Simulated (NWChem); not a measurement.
System: SiH$_{2}$S, singlet; SMILES [SiH]S

Parts of the log:

```
             Northwest Computational Chemistry Package (NWChem) 7.3.0
             --------------------------------------------------------

 CS  symmetry detected

                             Geometry "geometry" -> ""
                             -------------------------

 Output coordinates in angstroms (scale by  1.889725989 to convert to a.u.)

  No.       Tag          Charge          X              Y              Z
 ---- ---------------- ---------- -------------- -------------- --------------
    1 Si                  14.0000     0.06280450     1.14647618     0.00000000
    2 H                    1.0000    -1.48404474     1.18516797     0.00000000
    3 S                   16.0000    -0.04353223    -0.99943209     0.00000000
    4 H                    1.0000     1.30129752    -1.24492111     0.00000000

 Effective nuclear repulsion energy (a.u.)      72.2814061639

      Symmetry information
      --------------------

 Group name             Cs
 Group number              2
 Group order               2
 No. of unique centers     4

                                 NWChem DFT Module
                                 -----------------

 Summary of "ao basis" -> "ao basis" (spherical)
 ------------------------------------------------------------------------------
       Tag                 Description            Shells   Functions and Types
 ---------------- ------------------------------  ------  ---------------------
 Si                        def2-svpd                10       24   5s3p2d
 H                         def2-svpd                 4        8   2s2p
 S                         def2-svpd                11       27   5s4p2d

      Symmetry analysis of basis
      --------------------------

        a'         48
        a"         19

            General Information
            -------------------
          SCF calculation type: DFT
          Wavefunction type:  closed shell.
          No. of atoms     :     4
          No. of electrons :    32
           Alpha electrons :    16
            Beta electrons :    16
          Charge           :     0
          Spin multiplicity:     1
          Use of symmetry is: off; symmetry adaption is: on
          Maximum number of iterations: 150
          AO basis - number of functions:    67
                     number of shells:    29
          Convergence on energy requested:  1.00D-06
          Convergence on density requested:  1.00D-05
          Convergence on gradient requested:  5.00D-04

              XC Information
              --------------
                         PBE0 Method XC Functional
                     Hartree-Fock (Exact) Exchange  0.250
          PerdewBurkeErnzerhof Exchange Functional  0.750
            Perdew 1991 LDA Correlation Functional  1.000 local
           PerdewBurkeErnz. Correlation Functional  1.000 non-local

             Grid Information
             ----------------
          Grid used for XC integration:  medium
          Radial quadrature: Mura-Knowles
          Angular quadrature: Lebedev.
          Tag              B.-S. Rad. Rad. Pts. Rad. Cut. Ang. Pts.
          ---              ---------- --------- --------- ---------
          Si                  1.10       88          11.0       590
          H                   0.35       45          11.0       434
          S                   1.00       88          11.0       590
          Grid pruning is: on
          Number of quadrature shells:   266
          Spatial weights used:  Erf1

      Superposition of Atomic Density Guess
      -------------------------------------

 Sum of atomic energies:        -687.08912232

      Non-variational initial energy
      ------------------------------

 Total energy =    -687.374537
 1-e energy   =   -1094.509487
 2-e energy   =     334.853544
 HOMO         =      -0.232637
 LUMO         =      -0.058720

      Symmetry analysis of molecular orbitals - initial
      -------------------------------------------------

  Numbering of irreducible representations:

     1 a'          2 a"

  Orbital symmetries:

[...]

                                NWChem TDDFT Module
                                -------------------

            General Information
            -------------------
           No. of orbitals :     134
            Alpha orbitals :      67
             Beta orbitals :      67
        Alpha frozen cores :       0
         Beta frozen cores :       0
     Alpha frozen virtuals :       0
      Beta frozen virtuals :       0
         Spin multiplicity :       1
    Number of AO functions :      67
        Use of symmetry is : off
      Symmetry adaption is : on
         Schwarz screening :  0.10D-07

              XC Information
              --------------
                  PBE0 Method XC Functional
              Hartree-Fock (Exact) Exchange   0.25
   PerdewBurkeErnzerhof Exchange Functional   0.75
     Perdew 1991 LDA Correlation Functional   1.00 local
    PerdewBurkeErnz. Correlation Functional   1.00 non-local

             TDDFT Information
             -----------------
          Calculation type : Tamm-Dancoff TDDFT
         Wavefunction type : Restricted singlets & triplets
          No. of electrons :      32
           Alpha electrons :      16
            Beta electrons :      16
              No. of roots :       6
          Max subspacesize :    5200
            Max iterations :     100
               Target root :       1
           Target symmetry : none
      Symmetry restriction : off
                 Algorithm : Optimal
        Davidson threshold :  0.10D-03

    6 smallest eigenvalue differences (eV)
--------------------------------------------------------
  No. Spin  Occ  Vir  Irrep   E(Occ)    E(Vir)   E(Diff)
--------------------------------------------------------
    1    1   16   17 a"       -0.257    -0.096     4.383
    2    1   15   17 a'       -0.307    -0.096     5.759
    3    1   16   18 a'       -0.257    -0.009     6.749
    4    1   14   17 a"       -0.348    -0.096     6.860
    5    1   16   19 a'       -0.257     0.013     7.350
    6    1   16   20 a'       -0.257     0.039     8.038
--------------------------------------------------------

  Entering Davidson iterations
  Restricted singlet excited states

  Iter   NTrls   NConv    DeltaV     DeltaE      Time
  ----  ------  ------  ---------  ---------  ---------
    1      6       0     0.11E+00   0.10+100        5.4
    2     12       0     0.17E-01   0.24E-01        5.1
    3     18       0     0.11E-01   0.11E-02        5.2
    4     24       1     0.65E-02   0.41E-03        7.6
    5     29       5     0.17E-02   0.57E-04        5.4
    6     30       5     0.36E-03   0.40E-05        3.7
    7     31       6     0.93E-04   0.18E-06        3.5
  ----  ------  ------  ---------  ---------  ---------
  Convergence criterion met

  Ground state a'       -688.391035085854 a.u.

  ----------------------------------------------------------------------------
  Root   1 singlet a"             0.119598984 a.u.                3.2545 eV
  ----------------------------------------------------------------------------
     Transition Moments    X -0.00000   Y -0.00000   Z -0.53786
     Dipole Oscillator Strength                    0.0230657585
     Electric Quadrupole                           0.0000000932
     Magnetic Dipole                               0.0000019701
     Total Oscillator Strength                     0.0230678218

     Occ.   12  a'  ---  Virt.   17  a"      -0.07640
     Occ.   14  a'  ---  Virt.   17  a"       0.05757
     Occ.   16  a'  ---  Virt.   17  a"       0.98809
     Occ.   16  a'  ---  Virt.   25  a"       0.06552
  ----------------------------------------------------------------------------
  Root   2 singlet a'             0.187024360 a.u.                5.0892 eV
  ----------------------------------------------------------------------------
     Transition Moments    X  0.01156   Y -0.53994   Z -0.00000
     Dipole Oscillator Strength                    0.0363663761
     Electric Quadrupole                           0.0000000595
     Magnetic Dipole                               0.0000000474
     Total Oscillator Strength                     0.0363664831

     Occ.   12  a'  ---  Virt.   19  a'       0.05323
     Occ.   14  a'  ---  Virt.   18  a'      -0.09563
     Occ.   14  a'  ---  Virt.   19  a'       0.11819
     Occ.   15  a"  ---  Virt.   17  a"       0.91444
     Occ.   16  a'  ---  Virt.   18  a'       0.22029
     Occ.   16  a'  ---  Virt.   19  a'      -0.25277
     Occ.   16  a'  ---  Virt.   23  a'      -0.06571
  ----------------------------------------------------------------------------
  Root   3 singlet a"             0.193747192 a.u.                5.2721 eV
  ----------------------------------------------------------------------------
     Transition Moments    X -0.00000   Y -0.00000   Z  0.10541
     Dipole Oscillator Strength                    0.0014350873
     Electric Quadrupole                           0.0000001344
     Magnetic Dipole                               0.0000030369
     Total Oscillator Strength                     0.0014382586

     Occ.   14  a'  ---  Virt.   17  a"       0.99510
     Occ.   16  a'  ---  Virt.   17  a"      -0.05392
  ----------------------------------------------------------------------------
  Root   4 singlet a'             0.209976580 a.u.                5.7138 eV
  ----------------------------------------------------------------------------
     Transition Moments    X -0.39720   Y  0.37563   Z -0.00000
     Dipole Oscillator Strength                    0.0418360440
     Electric Quadrupole                           0.0000002040
     Magnetic Dipole                               0.0000037748
     Total Oscillator Strength                     0.0418400227

[...]
```

Level: PBE0/def2-SVPD, TDA. Low-valent species are run as closed-shell singlets; no triplet was tried in these runs. The geometry was optimised at PBE-D3(BJ)/def2-SVP.

**Question.** Write an input that gives this output.

**Answer.** One answer among several that fit: the input that was run:
```
start job
memory heap 200 mb stack 900 mb global 1100 mb
geometry units angstroms noautoz
  Si     0.102644     1.169331     0.000000
  H     -1.442525     1.251138     0.000000
  S     -0.063485    -0.972778     0.000000
  H      1.273977    -1.255669     0.000000
end
basis spherical
  Si library def2-svpd
  H library def2-svpd
  S library def2-svpd
end
dft
  xc pbe0
  iterations 150
end
tddft
  cis
  nroots 6
end
task tddft energy
```
